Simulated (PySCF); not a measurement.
## Radial density of Dy (dysprosium, neutral)

UHF, [Xe] 4f10 5d1 6s1, one real determinant (an excited configuration). Computed with PySCF 2.14 in ANO-RCC-VTZP (8s7p5d3f2g1h, 104 functions), with scalar relativity by spin-free X2C-1e.

```
r (bohr)  4πr²ρ (e/bohr)  4πr²(ρα − ρβ)
  0.0198           83.56         0.0012
  0.0333           80.75         0.0029
  0.0560           114.3         0.0104
  0.0942           98.06         0.0357
   0.158           100.5         0.3253
   0.266           67.48         1.8906
   0.448           53.15         4.8254
   0.754           30.68         4.1208
    1.27           11.41         1.4907
    2.13           3.170         0.5179
    3.59          0.5655         0.4728
    6.03          0.1584         0.1581
    10.1        0.006708         0.0067
```

Densities and radii are taken from the X2C orbitals without a picture-change correction, which distorts them close to the nucleus.

⟨L²⟩ = 40.06 against 72 for a pure L term, so this real determinant mixes terms. Spin-orbit coupling, absent here, splits the open shell strongly.
